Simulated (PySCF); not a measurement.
AlSiHS2Cl4

AlSiHS2Cl4 is a molecule drawn as a unit of a network glass or zeolite (built as: Si Al, Cl ends, S bridges), neutral, singlet. The structure was relaxed in the gas phase by PBE0-D3(BJ)/def2-SVP. No frequency run checks that it is a minimum.

SMILES: [Cl][Al-]1([Cl])[S][Si](Cl)(Cl)[SH+]1

```xyz
9

Cl   -1.460   -1.129   -2.498
Al   -1.189   -0.983   -0.415
Cl   -2.813   -1.357    0.861
S     0.828   -1.686    0.335
Si    1.214    0.313    0.708
Cl    1.296    0.846    2.674
Cl    2.833    1.099   -0.262
S    -0.580    1.373   -0.078
H    -0.085    1.500   -1.334
```
Atoms count from 1 in this order.

Shieldings: GIAO PBE0/pcSseg-1. Shifts are against computed references at the same level: H TMS (σ 31.27 ppm), Si TMS (σ 352.0 ppm). Core levels by delta-SCF with SCAN, pcX-2 on the ionised atom and pcseg-1 elsewhere, spin-free X2C (2p3/2 is the spin-free 2p value less a third of a first-order spin-orbit splitting); from the vacuum level, for chosen atoms.

(1) Give the NMR and core-level values of the distinct atoms.

(2) By CAM-B3LYP/def2-SVPD (TDDFT singlets, Tamm-Dancoff triplets, ionisation by delta-SCF), where does absorption start, and what does vertical ionisation take?

Results:

(1) 
```json
{"atoms": "Cl1", "bonded to": "1 Al", "σ (ppm)": "894.4", "δ (ppm)": "-", "core level (eV)": "2p3/2 205.81"}
{"atoms": "Al2", "bonded to": "2 Cl + 2 S", "σ (ppm)": "453.8", "δ (ppm)": "-", "core level (eV)": "2p3/2 81.90"}
{"atoms": "Cl3", "bonded to": "1 Al", "σ (ppm)": "907.7", "δ (ppm)": "-", "core level (eV)": "2p3/2 205.74"}
{"atoms": "S4", "bonded to": "1 Al + 1 Si", "σ (ppm)": "536.1", "δ (ppm)": "-", "core level (eV)": "-"}
{"atoms": "Si5", "bonded to": "2 Cl + 2 S", "σ (ppm)": "327.1", "δ (ppm)": "24.9", "core level (eV)": "2p3/2 109.94"}
{"atoms": "Cl6", "bonded to": "1 Si", "σ (ppm)": "733.4", "δ (ppm)": "-", "core level (eV)": "-"}
{"atoms": "Cl7", "bonded to": "1 Si", "σ (ppm)": "723.4", "δ (ppm)": "-", "core level (eV)": "-"}
{"atoms": "S8", "bonded to": "1 Al + 1 Si + 1 H", "σ (ppm)": "517.1", "δ (ppm)": "-", "core level (eV)": "2p3/2 171.26"}
{"atoms": "H9", "bonded to": "1 S", "σ (ppm)": "27.72", "δ (ppm)": "3.55", "core level (eV)": "-"}
```

Values are those of this one static structure; atoms that internal rotation interchanges would show their mean in an NMR spectrum.

(2) The lowest singlet lies at 5.73 eV (f 0.005), the strongest of the first 6 at 6.92 eV (f 0.019), the lowest triplet at 5.38 eV; vertical ionisation takes 10.22 eV.
